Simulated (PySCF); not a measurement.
C₄H₈BN, SMILES C=C1CNB1C. The structure is a stationary point at B3LYP-D3(BJ)/def2-SVP. The structure was generated by enumeration, and PubChem lists no compound with its InChIKey, so it may never have been made.

Computed equilibrium geometry at B3LYP-D3(BJ)/def2-SVP (PySCF confirms it by a frequency run) as Cartesian coordinates in Å, and its point group:
point group Cs.
```xyz
14

C     -1.4122     1.6192     0.0000
C     -0.3735     0.7825     0.0000
C      1.1390     1.0511     0.0000
N      1.3679    -0.4040     0.0000
B      0.0014    -0.7623     0.0000
C     -0.7387    -2.1418     0.0000
H     -2.4408     1.2435     0.0000
H     -1.2898     2.7093     0.0000
H      1.5213     1.5708    -0.8985
H      1.5213     1.5708     0.8985
H      2.2696    -0.8654     0.0000
H     -1.3975    -2.2245    -0.8822
H     -0.0561    -3.0066     0.0000
H     -1.3975    -2.2245     0.8822
```
